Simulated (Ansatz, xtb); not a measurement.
**C2H7NOSi: which of two isomers lies lower**

Structure I: `N[C@@H]1O[C@@H]1[SiH3]`, a singlet. Structure II: `N[C@@H]1O[C@H]1[SiH3]`, a singlet. Both are isolated molecules in the gas phase, relaxed with PBE0-D3(BJ)/def2-SVP; the shapes shown needn't be the lowest conformers.

I (Å):

```json
{"atom": "C", "x (Å)": "-1.5289", "y (Å)": "-0.0139", "z (Å)": "0.4862"}
{"atom": "C", "x (Å)": "-0.2434", "y (Å)": "-0.1178", "z (Å)": "1.1866"}
{"atom": "N", "x (Å)": "-2.2341", "y (Å)": "1.1908", "z (Å)": "0.3332"}
{"atom": "O", "x (Å)": "-1.4507", "y (Å)": "-0.6665", "z (Å)": "1.7423"}
{"atom": "Si", "x (Å)": "0.5617", "y (Å)": "1.2860", "z (Å)": "2.1575"}
{"atom": "H", "x (Å)": "-3.2269", "y (Å)": "1.0210", "z (Å)": "0.1932"}
{"atom": "H", "x (Å)": "-2.1254", "y (Å)": "1.8021", "z (Å)": "1.1383"}
{"atom": "H", "x (Å)": "-1.6964", "y (Å)": "-0.7034", "z (Å)": "-0.3527"}
{"atom": "H", "x (Å)": "0.4577", "y (Å)": "-0.8806", "z (Å)": "0.8093"}
{"atom": "H", "x (Å)": "1.6720", "y (Å)": "1.8868", "z (Å)": "1.3585"}
{"atom": "H", "x (Å)": "1.1121", "y (Å)": "0.7475", "z (Å)": "3.4358"}
{"atom": "H", "x (Å)": "-0.4420", "y (Å)": "2.3447", "z (Å)": "2.4803"}
```

II (Å):

```yaml
atoms:
  - { symbol: C, position_ang: [-1.1906, -0.2365, 1.4963] }
  - { symbol: C, position_ang: [-0.5431, 1.0773, 1.5631] }
  - { symbol: N, position_ang: [-2.2230, -0.5937, 2.3783] }
  - { symbol: O, position_ang: [0.1460, -0.1219, 1.9562] }
  - { symbol: Si, position_ang: [0.1569, 1.9434, 0.0419] }
  - { symbol: H, position_ang: [-2.1083, -0.1565, 3.2893] }
  - { symbol: H, position_ang: [-2.2644, -1.6015, 2.5114] }
  - { symbol: H, position_ang: [-1.2803, -0.7314, 0.5190] }
  - { symbol: H, position_ang: [-0.8470, 1.7131, 2.4112] }
  - { symbol: H, position_ang: [1.4913, 2.5323, 0.3613] }
  - { symbol: H, position_ang: [-0.7626, 3.0358, -0.4020] }
  - { symbol: H, position_ang: [0.3080, 0.9393, -1.0525] }
```

Energies in hartree; the thermal terms are from PBE0-D3(BJ)/def2-SVP harmonic frequencies (ideal gas, rigid rotor, one conformer each, 298.15 K, 1 atm) and include the zero-point energy:

```
                              I           II
E, CCSD(T)/def2-SVP  −498.547990  −498.548957
    E, MP2/def2-SVP  −498.473783  −498.474839
  E, MP2/def2-TZVPP  −499.001794  −499.002344
  zero-point energy     0.090385     0.090231
       H(298 K) − E     0.097723     0.097648
       G(298 K) − E     0.060599     0.060366
```

Correct the CCSD(T) difference for the basis set by the MP2 change, then work out ΔE, ΔE₀, ΔH and ΔG for I → II in kJ/mol (1 Eh = 2625.50 kJ/mol) and the equilibrium ratio [II]/[I].

1. Differences II − I: CCSD(T) −0.000967, MP2 in the small set −0.001056, MP2 in the large set −0.000550 Eh.
2. ΔE = −0.000967 + (−0.000550 − (−0.001056)) = −0.000461 Eh = −1.21 kJ/mol.
3. ΔE₀ = ΔE + ΔZPE = −0.000461 + (−0.000154) Eh = −1.61 kJ/mol.
4. ΔH = ΔE + (−0.000075) Eh = −1.41 kJ/mol.
5. ΔG = ΔE + (−0.000233) Eh = −1.82 kJ/mol, so ΔS = (ΔH − ΔG)/T = +1.4 J/(mol K).
6. kT = 0.9442 mEh, so K = [II]/[I] = exp(−ΔG/kT) = exp(+0.74) ≈ 2.1.

The two are too close for this level to say which is favoured. An error of 4 kJ/mol in ΔG would change K by a factor of 5. Mirror images and further conformers aren't counted.

As drawn, both hold the same kinds of bond in the same numbers.

Other levels gave ΔE = −1.9 (GFN2-xTB); −3.4 (HF/STO-3G, GFN2-xTB geometries); −2.3 (r2SCAN-D4/def2-SVP, GFN2-xTB geometries); −0.9 (PBE0-D3(BJ)/def2-SVP); −3.9 (HF/def2-SVP); −2.8 (MP2/def2-SVP); −2.5 (CCSD(T)/def2-SVP) kJ/mol. The correlated steps freeze 9 core orbitals. Programs: Ansatz 0.2.0, xtb 6.7.1.
